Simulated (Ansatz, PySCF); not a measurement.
Caution: the highest occupied level lies above zero, so the state may not be bound. This triplet lies 0.14 eV above the relaxed singlet at the level frozen-core CCSD(T)/aug-cc-pVDZ // PBE0-D3(BJ)/def2-TZVPD (Ansatz, a first-principles code); other levels give the other order.

```xyz
8

C     -1.8073     0.1219     0.0007
Al    -0.0609     0.4469    -0.9611
Al     2.2087    -0.1163    -0.0717
H     -2.4588    -0.5488    -0.5716
H     -1.6382    -0.3320     0.9846
H     -2.3601     1.0563     0.1518
H      3.5728     0.1743    -0.9033
H      2.5438    -0.8023     1.3706
```

Charge -1, multiplicity 3.

Problem. Give the Mulliken and meta-Löwdin atomic charges from PBE0-D3(BJ)/def2-TZVPD in PySCF.

Solution. 
```tsv
atom	Mulliken (e)	meta-Löwdin (e)
C1	-0.77	-0.65
Al2	-0.40	-0.13
Al3	-0.10	-0.18
H4	0.18	0.10
H5	0.21	0.10
H6	0.18	0.10
H7	-0.14	-0.17
H8	-0.16	-0.17
```
